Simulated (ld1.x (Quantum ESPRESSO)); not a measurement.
An all-electron radial function and its pseudo partner (Cr (Z = 24))

Columns: radius, all-electron u(r) and pseudo u(r) of the 4s shell (level -5.30 eV) of chromium in the configuration [Ar] 3d5 4s0.75 4p0; PBE, non-relativistic, PAW scheme, ld1.x (Quantum ESPRESSO) 7.5.

```json
{"r (bohr)": "0.160", "all-electron": "-0.1339", "pseudo": "-0.0533"}
{"r (bohr)": "0.320", "all-electron": "-0.0483", "pseudo": "-0.1063"}
{"r (bohr)": "0.480", "all-electron": "0.1576", "pseudo": "-0.1584"}
{"r (bohr)": "0.640", "all-electron": "0.2502", "pseudo": "-0.2094"}
{"r (bohr)": "0.800", "all-electron": "0.2248", "pseudo": "-0.2588"}
{"r (bohr)": "0.960", "all-electron": "0.1302", "pseudo": "-0.3063"}
{"r (bohr)": "1.120", "all-electron": "0.0081", "pseudo": "-0.3514"}
{"r (bohr)": "1.280", "all-electron": "-0.1161", "pseudo": "-0.3937"}
{"r (bohr)": "1.440", "all-electron": "-0.2296", "pseudo": "-0.4328"}
{"r (bohr)": "1.600", "all-electron": "-0.3270", "pseudo": "-0.4685"}
{"r (bohr)": "1.760", "all-electron": "-0.4069", "pseudo": "-0.5002"}
{"r (bohr)": "1.920", "all-electron": "-0.4700", "pseudo": "-0.5277"}
{"r (bohr)": "2.080", "all-electron": "-0.5178", "pseudo": "-0.5507"}
{"r (bohr)": "2.240", "all-electron": "-0.5521", "pseudo": "-0.5688"}
{"r (bohr)": "2.400", "all-electron": "-0.5748", "pseudo": "-0.5819"}
{"r (bohr)": "2.560", "all-electron": "-0.5876", "pseudo": "-0.5899"}
{"r (bohr)": "2.720", "all-electron": "-0.5921", "pseudo": "-0.5925"}
{"r (bohr)": "2.880", "all-electron": "-0.5898", "pseudo": "-0.5898"}
{"r (bohr)": "3.040", "all-electron": "-0.5818", "pseudo": "-0.5818"}
{"r (bohr)": "3.200", "all-electron": "-0.5693", "pseudo": "-0.5693"}
{"r (bohr)": "3.360", "all-electron": "-0.5532", "pseudo": "-0.5532"}
{"r (bohr)": "3.520", "all-electron": "-0.5343", "pseudo": "-0.5343"}
{"r (bohr)": "3.680", "all-electron": "-0.5134", "pseudo": "-0.5134"}
{"r (bohr)": "3.840", "all-electron": "-0.4911", "pseudo": "-0.4911"}
{"r (bohr)": "4.000", "all-electron": "-0.4679", "pseudo": "-0.4679"}
{"r (bohr)": "4.160", "all-electron": "-0.4442", "pseudo": "-0.4442"}
```

(1) How many radial nodes do the two functions have?

(2) At about which radius was the pseudo-wave matched?

(3) Where does each function peak?

(4) Is the pseudo-wave norm-conserving?

Results:

(1) The all-electron 4s function has n − l − 1 = 3 (the table is too coarse to show those close to the nucleus); the pseudo-wave has 0, since the states of the same l below it are removed with the core.

(2) 2.95 bohr. The columns agree to 0.0005 from 2.72 bohr on; several derivatives are matched, so the curves merge somewhat inside the radius.

(3) Outermost all-electron maximum near 2.72 bohr, pseudo maximum near 2.72 bohr (to the table’s step).

(4) No, it belongs to a PAW set: the norm inside the radius is not constrained, and the difference is carried by the augmentation charge.
